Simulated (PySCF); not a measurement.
```xyz
3
charge 0 multiplicity 1, angstrom
Ge    0.0000    0.0000    0.0000
F     0.0000    0.0000    1.8312
F     0.0000    0.0000   -1.8312
```

Method: PySCF, PBE0, basis Ge def2-TZVP, F def2-TZVP (no relativity, density fitting).

This geometry of GeF2 is a stationary point at this level.

Problem. What is the point group?

Solution. D∞h.

Problem. Is it a minimum?

Solution. No: it has 2 imaginary modes (one degenerate set), at 237i cm⁻¹ (πu).

Problem. List the harmonic modes with their infrared intensities.

Solution. 
| symmetry | ω (cm⁻¹) | IR (km/mol, summed over degenerate members) | type |
| --- | --- | --- | --- |
| πu | 237i | – | bend |
| σg+ | 533 | 0.0 | stretch |
| σu+ | 551 | 362 | stretch |

Problem. What are the dipole moment and the gap between the highest occupied and lowest empty levels?

Solution. 0.00 D and 4.92 eV.

Problem. Give the atomic charges and bond orders.

Solution. 
```csv
atom,Mulliken,Löwdin,polar tensor,Mayer order to Ge1
Ge1,0.84,0.56,1.16,–
"F2,3",-0.42,-0.28,-0.58,0.89
```

In D∞h the vibrations span πu + σg+ + σu+. The σg+ mode carries no infrared intensity, as symmetry demands. With a centre of inversion only u modes can be infrared active and only g modes Raman active.

This need not be the most stable arrangement of these atoms. At this level a singlet minimum of C2v symmetry lies 176 kJ/mol below this structure.
